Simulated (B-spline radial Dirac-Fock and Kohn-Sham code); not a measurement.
**What relativity does to the binding energies of Pt⁺**

System: platinum as Pt⁺ in the configuration [Xe] 4f14 5d9.

Both columns are ΔSCF binding energies of the configuration average from a radial B-spline solver: non-relativistic Hartree-Fock with a point nucleus, and Dirac-Fock with a finite nucleus and the Coulomb interaction alone, averaged over the two j levels with weights 2j+1.

| shell | Hartree-Fock (eV) | Dirac-Fock (eV) | shift (eV) | shift (%) |
| --- | --- | --- | --- | --- |
| 1s | 71657.6 | 78823.8 | +7166.29 | +10.00 |
| 2s | 12038.1 | 13956.9 | +1918.80 | +15.94 |
| 2p | 11544.6 | 12189.6 | +644.98 | +5.59 |
| 3s | 2852.4 | 3331.8 | +479.35 | +16.80 |
| 3p | 2620.7 | 2802.1 | +181.47 | +6.92 |
| 4s | 629.8 | 750.6 | +120.72 | +19.17 |
| 4p | 529.5 | 572.9 | +43.44 | +8.20 |
| 4f | 100.2 | 87.37 | -12.80 | -12.78 |
| 5s | 102.1 | 123.9 | +21.74 | +21.29 |
| 5p | 69.22 | 75.38 | +6.16 | +8.89 |
| 5d | 18.83 | 17.93 | -0.90 | -4.80 |

Relativity binds 1s, 2s, 2p, 3s, 3p, 4s, 4p, 5s, 5p more strongly, among those listed most of all 5s in relative terms, and 4f, 5d more weakly, because the contracted s and p shells screen the nucleus better.

Values without a named source are computed, but for edge energies of neutral atoms, which are taken from tables.
